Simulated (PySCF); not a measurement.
**Tm(NH2)2 at several levels of theory**

Computed with PySCF 2.14.0 (density fitting, no spin-orbit coupling) at the geometry relaxed with PBE0:

```xyz
7
Tm(NH2)2 (singlet in the valence; each metal's 4f electrons, 13 of them, lie in its core potential, out of spins and levels)
Tm    0.0000    0.0000   -0.4740
N     1.9620    0.0913    0.6284
H     2.0573    0.0791    1.6460
H     2.9235    0.1519    0.2884
N    -1.9620   -0.0913    0.6284
H    -2.0573   -0.0791    1.6460
H    -2.9235   -0.1519    0.2884
```

```tsv
level	basis	state	HOMO (eV)	gap (eV)	charge on Tm1 (e)	population of f-type functions on Tm1 (polarisation alone where 4f lies in the core)	dipole about the centre of mass (D)	largest force component (eV/Å)
PBE0	Tm lcecp-0-SVP with ECP59, N def2-SVP, H def2-SVP	singlet	–	–	0.70	0.02	4.77	0.02
M06-L	the same	singlet	–	–	0.78	0.02	4.97	0.12
TPSS	the same	singlet	–	–	0.62	0.02	4.61	0.32
```

In the lcecp rows the 4f levels are missing from HOMO and gap, and the state counts the valence alone.

Charges are Mulliken's, which hang on the basis. The relaxation used the grid (50, 194), these runs (75, 302) or, all-electron (x2c bases, spin-free X2C Hamiltonian), (99, 590).

(1) What does PBE0 with Tm lcecp-0-TZVP with ECP59, N def2-TZVP, H def2-TZVP give here?

An lcecp potential fixes the number of 4f electrons, so in runs with it no electron can move into or out of that shell.

Results:

(1) state singlet, charge on Tm1 (e) 1.20, population of f-type functions on Tm1 (polarisation alone where 4f lies in the core) 0.02, dipole about the centre of mass (D) 5.08, largest force component (eV/Å) 0.30. Time: 7.5 s on 2 threads of Arm Neoverse V1, on a shared host, from free ions and atoms.
